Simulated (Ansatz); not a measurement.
## InSi2H7 (SMILES [SiH3][SiH2][InH2]): name the method

The species is InSi2H7 (10 atoms), meant as a singlet with charge 0. SMILES: `[SiH3][SiH2][InH2]`. Geometry: relaxed at PBE0-D4/def2-TZVP.

```xyz
10

Si   -1.4509    0.7323   -0.8216
Si    0.0231   -0.9827   -0.2224
In    1.8848   -0.0627    1.2931
H    -2.5411    0.2487   -1.7115
H    -0.7077    1.8121   -1.5275
H    -2.0657    1.3205    0.4005
H    -0.7613   -2.0569    0.4518
H     0.5887   -1.5579   -1.4773
H     1.7614   -0.1609    3.0139
H     3.2688    0.7075    0.6011
```

A calculation with Ansatz 0.2.0 gave:

```
total energy  : -6293.5437 Eh
HOMO energy   : -9.48 eV
LUMO energy   : 0.37 eV
HOMO–LUMO gap : 9.85 eV
```

Q: Which of these levels gave the numbers?
A. r2SCAN0/def2-SVP (core potential)
B. HF/3-21G
C. B3LYP/def2-SVP (core potential)
D. wB97X/def2-SVP (core potential)

A: B. The others give -773.1322 Eh (wB97X/def2-SVP (core potential)), -773.2162 Eh (B3LYP/def2-SVP (core potential)), -773.0773 Eh (r2SCAN0/def2-SVP (core potential)).
